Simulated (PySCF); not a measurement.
A species of formula C6H16O2Si has this rotational fingerprint, computed with PySCF 2.14.0, PBE0-D3(BJ)/def2-SVP geometry optimisation, gas phase:

* Rotational constants: A = 1767, B = 1020, C = 778.4 MHz
* Dipole components: |μa| = 0.42 D, |μb| = 0.46 D, |μc| = 0.14 D
* Inertial defect: -132.09 u·Å²
* κ: -0.51

Task: Which candidate fits, each taken in the one conformer that was computed?
A. `[CH3:1][CH:2]([CH3:3])[O:4][C:5]([CH3:6])([CH3:7])[O:8][SiH3:9]` with C1–C2–O4–C5 -108°, C2–O4–C5–C6 59°, O4–C5–O8–Si9 -72°
B. `[CH3:1][CH2:2][O:3][Si:4]([CH3:5])([CH3:6])[O:7][CH2:8][CH3:9]` with C1–C2–O3–Si4 -179°, C2–O3–Si4–C5 71°, O3–Si4–O7–C8 53°, Si4–O7–C8–C9 -168°

Result: A. It is CC(C)OC(C)(C)O[SiH3], an asymmetric top, point group C1. The candidates at the same level (rigid rotor, commonest isotopes):

```json
{"SMILES": "CC(C)OC(C)(C)O[SiH3]", "A (MHz)": "1767", "B (MHz)": "1020", "C (MHz)": "778.4", "μa (D)": "0.42", "μb (D)": "0.46", "μc (D)": "0.14", "Δ (u·Å²)": "-132.09", "point group": "C1", "rotor": "asymmetric top"}
{"SMILES": "CCO[Si](C)(C)OCC", "A (MHz)": "1561", "B (MHz)": "833.1", "C (MHz)": "675.8", "μa (D)": "1.04", "μb (D)": "0.41", "μc (D)": "1.00", "Δ (u·Å²)": "-182.57", "point group": "C1", "rotor": "asymmetric top"}
```

`CCO[Si](C)(C)OCC` has B 18 % too low. No structure here is proved a minimum.
